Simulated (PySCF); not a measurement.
H₂BrIn (SMILES [Br][InH2]), singlet, at a GFN2-xTB geometry (such geometries of metal compounds can be far from the true shape) (core potentials on In), with bond 3-1 at 2.4 times its length; CASSCF(8,6)/def2-SVP in PySCF.

PySCF was given this input:
```python
from pyscf import gto, scf, mcscf
import numpy

mol = gto.Mole()
mol.atom = '''
    In   -0.512845   -0.819044    0.160591
    H     0.036822   -1.926588    1.341689
    H    -3.922449   -1.499440   -2.019461
    Br    0.772174    1.233209   -0.241797
'''
mol.basis = 'def2-svp'
mol.ecp = {'In': 'def2-svp'}
mol.charge = 0
mol.spin = 0
mol.verbose = 4
mol.build()

mf = scf.RHF(mol)
mf.kernel()
mc = mcscf.CASSCF(mf, 6, 8)
mc.fix_spin_(ss=0.0)
mc.kernel()
occ = numpy.linalg.eigvalsh(mc.fcisolver.make_rdm1(mc.ci, mc.ncas, mc.nelecas))[::-1]
ss = mc.fcisolver.spin_square(mc.ci, mc.ncas, mc.nelecas)[0]
print('natural occupations', occ.round(4), ' <S^2>', round(ss, 4))
```

**Question.** What does PySCF print? Leave out banner, timings and long lists.

**Answer.** 
```
PySCF version 2.14.0

[INPUT] verbose = 4
[INPUT] num. atoms = 4
[INPUT] num. electrons = 58
[INPUT] charge = 0
[INPUT] spin (= nelec alpha-beta = 2S) = 0
[INPUT] symmetry False subgroup None
[INPUT] Mole.unit = angstrom
[INPUT] Symbol           X                Y                Z      unit          X                Y                Z       unit  Magmom
[...]
nuclear repulsion = 176.13681938854
number of shells = 28
number of NR pGTOs = 149
number of NR cGTOs = 68
basis = def2-svp
ecp = {'In': 'def2-svp'}

******** <class 'pyscf.scf.hf.RHF'> ********
method = RHF
initial guess = minao
damping factor = 0
level_shift factor = 0
DIIS = <class 'pyscf.scf.diis.CDIIS'>
diis_start_cycle = 1
diis_space = 8
diis_damp = 0
SCF conv_tol = 1e-09
SCF conv_tol_grad = None
SCF max_cycles = 50
direct_scf = True
direct_scf_tol = 1e-13
Set gradient conv threshold to 3.16228e-05
Initial guess from minao.
init E= -2739.5616704372
[...]
cycle= 1 E= -2761.5882998267  delta_E=  -22  |g|=  1.3  |ddm|= 11.9
[...]
cycle= 2 E= -2761.99907164145  delta_E= -0.411  |g|= 0.895  |ddm|= 4.14
[...]
cycle= 3 E= -2762.28668560047  delta_E= -0.288  |g|= 0.154  |ddm|= 1.18
[...]
cycle= 4 E= -2762.30859166999  delta_E= -0.0219  |g|= 0.0909  |ddm|= 0.691
[...]
cycle= 5 E= -2762.31507166445  delta_E= -0.00648  |g|= 0.0125  |ddm|= 0.229
[...]
cycle= 6 E= -2762.31523620173  delta_E= -0.000165  |g|= 0.00442  |ddm|= 0.0539
[...]
cycle= 7 E= -2762.31525484577  delta_E= -1.86e-05  |g|= 0.0015  |ddm|= 0.0176
[...]
cycle= 8 E= -2762.31525663691  delta_E= -1.79e-06  |g|= 0.000496  |ddm|= 0.00394
[...]
cycle= 9 E= -2762.31525689951  delta_E= -2.63e-07  |g|= 0.000104  |ddm|= 0.00186
[...]
cycle= 10 E= -2762.31525691076  delta_E= -1.13e-08  |g|= 2.46e-05  |ddm|= 0.000387
[...]
cycle= 11 E= -2762.31525691149  delta_E= -7.29e-10  |g|= 6.28e-06  |ddm|= 9.2e-05
[...]
Extra cycle  E= -2762.31525691153  delta_E= -4e-11  |g|= 2.83e-06  |ddm|= 1.74e-05
converged SCF energy = -2762.31525691153

******** <class 'pyscf.mcscf.mc1step.CASSCF'> ********
CAS (4e+4e, 6o), ncore = 25, nvir = 37
max_cycle_macro = 50
max_cycle_micro = 4
conv_tol = 1e-07
conv_tol_grad = None
orbital rotation max_stepsize = 0.02
orbital rotation threshold for CI restart = 0.01
augmented hessian ah_max_cycle = 30
augmented hessian ah_conv_tol = 1e-12
augmented hessian ah_linear dependence = 1e-14
augmented hessian ah_level shift = 1e-08
augmented hessian ah_start_tol = 2.5
augmented hessian ah_start_cycle = 3
augmented hessian ah_grad_trust_region = 3
kf_trust_region = 3
kf_interval = 4
ci_response_space = 4
ci_grad_trust_region = 3
with_dep4 0
natorb = False
canonicalization = True
sorting_mo_energy = False
ao2mo_level = 2
internal_rotation = False
******** <class 'pyscf.fci.addons.SpinPenaltyFCISolver'> ********
max. cycles = 50
conv_tol = 1e-08
davidson only = True
linear dependence = 1e-12
level shift = 0.001
max iter space = 12
nroots = 1
pspace_size = 400
spin = None
CASCI E = -2762.39729922707  S^2 = 0.0000000
Set conv_tol_grad to 0.000316228
macro iter   1 ( 21 JK    4 micro), CASSCF E = -2762.42240761770  dE = -2.51083906e-02  S^2 = 0.0000000
               |grad[o]|=0.119  |grad[c]|=0.0262  |ddm|=0.0873  |maxRot[o]|=0.296
macro iter   2 ( 21 JK    4 micro), CASSCF E = -2762.42578217789  dE = -3.37456019e-03  S^2 = 0.0000000
               |grad[o]|=0.0315  |grad[c]|=0.0121  |ddm|=0.0303  |maxRot[o]|=0.267
macro iter   3 ( 17 JK    4 micro), CASSCF E = -2762.42716889772  dE = -1.38671983e-03  S^2 = 0.0000000
               |grad[o]|=0.0181  |grad[c]|=0.0241  |ddm|=0.00677  |maxRot[o]|=0.122
macro iter   4 ( 21 JK    4 micro), CASSCF E = -2762.42792598897  dE = -7.57091251e-04  S^2 = 0.0000000
               |grad[o]|=0.0111  |grad[c]|=0.00898  |ddm|=0.00358  |maxRot[o]|= 0.13
macro iter   5 ( 17 JK    4 micro), CASSCF E = -2762.42827100470  dE = -3.45015731e-04  S^2 = 0.0000000
               |grad[o]|=0.00677  |grad[c]|=0.0132  |ddm|=0.00349  |maxRot[o]|=0.126
[...]
               |grad[o]|=0.00117  |grad[c]|=7.73e-05  |ddm|=9.06e-06  |maxRot[o]|=0.00651
macro iter  33 ( 24 JK    4 micro), CASSCF E = -2762.42859878482  dE =  3.32424952e-06  S^2 = 0.0000000
               |grad[o]|=0.00117  |grad[c]|=0.000525  |ddm|=2.68e-05  |maxRot[o]|=0.0366
macro iter  34 ( 27 JK    4 micro), CASSCF E = -2762.42859983048  dE = -1.04566243e-06  S^2 = 0.0000000
               |grad[o]|=0.00115  |grad[c]|=0.000168  |ddm|=2.38e-05  |maxRot[o]|=0.00571
macro iter  35 ( 21 JK    4 micro), CASSCF E = -2762.42859620262  dE =  3.62786204e-06  S^2 = 0.0000000
               |grad[o]|=0.0011  |grad[c]|=0.000821  |ddm|=5.13e-05  |maxRot[o]|=0.0408
macro iter  36 ( 25 JK    4 micro), CASSCF E = -2762.42859640962  dE = -2.07004177e-07  S^2 = 0.0000000
               |grad[o]|=0.00111  |grad[c]|=0.000196  |ddm|=2.17e-05  |maxRot[o]|=0.00177
macro iter  37 ( 17 JK    4 micro), CASSCF E = -2762.42859449263  dE =  1.91699746e-06  S^2 = 0.0000000
               |grad[o]|=0.0011  |grad[c]|=0.000767  |ddm|=6.97e-05  |maxRot[o]|=0.0254
macro iter  38 ( 25 JK    4 micro), CASSCF E = -2762.42859449474  dE = -2.11502993e-09  S^2 = 0.0000000
               |grad[o]|=0.00112  |grad[c]|=0.000218  |ddm|=2.65e-05  |maxRot[o]|=0.0029
macro iter  39 ( 29 JK    4 micro), CASSCF E = -2762.42859487666  dE = -3.81914560e-07  S^2 = 0.0000000
               |grad[o]|=0.0011  |grad[c]|=7.92e-05  |ddm|=7.74e-06  |maxRot[o]|=0.00558
macro iter  40 ( 24 JK    4 micro), CASSCF E = -2762.42859252165  dE =  2.35500738e-06  S^2 = 0.0000000
               |grad[o]|=0.0011  |grad[c]|=0.00048  |ddm|=1.64e-05  |maxRot[o]|=0.0343
macro iter  41 ( 27 JK    4 micro), CASSCF E = -2762.42859270263  dE = -1.80981715e-07  S^2 = 0.0000000
               |grad[o]|=0.00109  |grad[c]|=0.000142  |ddm|=1.78e-05  |maxRot[o]|=0.000823
macro iter  42 ( 21 JK    4 micro), CASSCF E = -2762.42859216484  dE =  5.37788310e-07  S^2 = 0.0000000
               |grad[o]|=0.00108  |grad[c]|=0.000436  |ddm|=1.72e-05  |maxRot[o]|=0.00976
macro iter  43 ( 25 JK    4 micro), CASSCF E = -2762.42859270891  dE = -5.44063369e-07  S^2 = 0.0000000
               |grad[o]|=0.00106  |grad[c]|=0.000134  |ddm|=1.21e-05  |maxRot[o]|=0.0133
macro iter  44 ( 21 JK    4 micro), CASSCF E = -2762.42858982010  dE =  2.88880165e-06  S^2 = 0.0000000
               |grad[o]|=0.00105  |grad[c]|=0.000782  |ddm|=3.25e-05  |maxRot[o]|=0.0442
macro iter  45 ( 25 JK    4 micro), CASSCF E = -2762.42859000857  dE = -1.88461854e-07  S^2 = 0.0000000
               |grad[o]|=0.00114  |grad[c]|=0.000247  |ddm|=3.6e-05  |maxRot[o]|=0.00345
macro iter  46 (  7 JK    2 micro), CASSCF E = -2762.42859164093  dE = -1.63236655e-06  S^2 = 0.0000000
               |grad[o]|=0.00112  |grad[c]|=0.000136  |ddm|=1.58e-05  |maxRot[o]|=0.0193
macro iter  47 (  7 JK    2 micro), CASSCF E = -2762.42859535524  dE = -3.71430451e-06  S^2 = 0.0000000
               |grad[o]|=0.0011  |grad[c]|=0.000725  |ddm|=4.61e-05  |maxRot[o]|=0.0361
macro iter  48 (  7 JK    2 micro), CASSCF E = -2762.42860163060  dE = -6.27536656e-06  S^2 = 0.0000000
               |grad[o]|=0.00106  |grad[c]|=0.00115  |ddm|=9.82e-05  |maxRot[o]|=0.0507
macro iter  49 (  7 JK    2 micro), CASSCF E = -2762.42861010594  dE = -8.47533556e-06  S^2 = 0.0000000
               |grad[o]|=0.00104  |grad[c]|=0.000643  |ddm|=0.000163  |maxRot[o]|=0.0595
macro iter  50 (  7 JK    2 micro), CASSCF E = -2762.42862110975  dE = -1.10038141e-05  S^2 = 0.0000000
               |grad[o]|=0.00102  |grad[c]|=0.000697  |ddm|=0.000164  |maxRot[o]|=0.0645
1-step CASSCF not converged,  50 macro (942 JK 178 micro) steps
CASSCF canonicalization
Density matrix diagonal elements [1.99445291 1.99360878 1.99859232 1.23613673 0.76665982 0.01054943]
CASSCF energy = -2762.42862110975
CASCI E = -2762.42862110975  E(CI) = -16.3376098039121  S^2 = 0.0000000
natural occupations [2.     1.9953 1.9938 1.2422 0.7584 0.0103]  <S^2> 0.0
```

Convergence was not reached.
